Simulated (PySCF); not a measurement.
# Correlation energy of Kr²⁺ (krypton, charge +2)

[Ar] 3d10 4s2 4p4, high-spin 3P determinant. Computed with PySCF 2.14 in 6-31G* (5s4p3d, 32 functions), with the non-relativistic Hamiltonian (point nucleus). Frozen: [Ar] 3d10; 6 electrons correlated.

MP2 pair energies summed by pair of shells (mhartree):

```tsv
pair	energy	share (%)
4p-4p	-36.88	50.3
4s-4p	-31.33	42.7
4s-4s	-5.09	6.9
```

Total MP2 correlation energy: -73.31 mhartree.

Same-spin part -18.03 and opposite-spin part -55.28 mhartree; SCS-MP2 scales them by 1/3 and 6/5 to -72.34 mhartree.

```tsv
level	correlation energy (mhartree)
CCSD	-89.13
(T)	-0.86
CCSD(T)	-89.99
```

Diagnostics: T1 = 0.0057, D1 = 0.0193, largest double amplitude 0.053.

Problem. Is a single reference adequate?

Solution. Yes, within this model without spin-orbit coupling: T1 lies below 0.03 and no double amplitude reaches 0.07.
